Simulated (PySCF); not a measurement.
MgF₂, SMILES [F][Mg][F]. Atoms are numbered in the order given.

```xyz
3

Mg     0.0000     0.0000     0.0000
F      0.0000     0.0000    -1.7532
F      0.0000     0.0000     1.7532
```
Charge 0, spin multiplicity 1.

Geometry optimised at ωB97X-D3(BJ)/def2-TZVP. The isomer is the one that the SMILES or the coordinates give; other isomers of the formula were not compared.

Computed with PySCF with PBE/pcJ-2.

Isotropic couplings with Fermi-contact, spin-dipole and both spin-orbit terms, one fixed conformer, no vibrational averaging. Isotopes: 19F.

### Question
Estimate the spin–spin coupling constants. (An estimate is asked for; the answer gives what the named calculation found.)

### Answer

```
pair   bonds apart  J (Hz)
-----  -----------  ------
F2–F3            2   -73.9
```
